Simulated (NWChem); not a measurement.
System: SiHSClF2; SMILES F[Si](F)(S)Cl

Input file for NWChem:

```
start job
memory heap 200 mb stack 900 mb global 1100 mb
geometry units angstroms noautoz
  F     -1.303831    -0.006255    -1.292119
  Si    -0.331864     0.000851     0.001058
  F     -1.277563    -0.132124     1.310478
  S      0.741191     1.827057    -0.048487
  Cl     0.873194    -1.656574    -0.027552
  H      1.564414     1.429208     0.963096
end
basis spherical
  * library def2-svp
end
dft
  xc hfexch
  iterations 150
  mulliken
end
task dft energy
```

All runs use the structure optimised with PBE-D3(BJ)/def2-SVP.

Task: Give the results of this calculation. (Hartree-Fock/def2-SVP.) Quantities: energy (Ha); highest occupied level (eV); orbital gap (eV); dipole (D).

Result: 
```json
{
  "energy (Ha)": "-1345.11",
  "highest occupied level (eV)": "-11.46",
  "orbital gap (eV)": "15.00",
  "dipole (D)": "2.04"
}
```
